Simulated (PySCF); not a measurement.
Ligand exchange on a metal centre used in film growth or etching (Ta Cl-OH). Gas-phase values, no solvent. One relaxed conformer stands for each flexible species; it need not be the lowest.

All values below come from TPSSh-D3(BJ)/def2-TZVP // BP86-D3(BJ)/def2-SVP (PySCF). All candidates: neutral, multiplicity 1. 

The LUMO is -3.08 eV. The HOMO–LUMO gap is 5.01 eV and the HOMO is -8.09 eV.

Q: Which member has these values?
A) [Ta(Cl)4(OH)]
B) [Ta(Cl)3(OH)2]
C) [Ta(Cl)5]
D) [Ta(OH)5]

A: B, [Ta(Cl)3(OH)2]. The others give [Ta(Cl)5]: -4.24 eV, 4.27 eV, -8.51 eV; [Ta(OH)5]: -1.41 eV, 6.25 eV, -7.65 eV; [Ta(Cl)4(OH)]: -3.34 eV, 4.82 eV, -8.16 eV
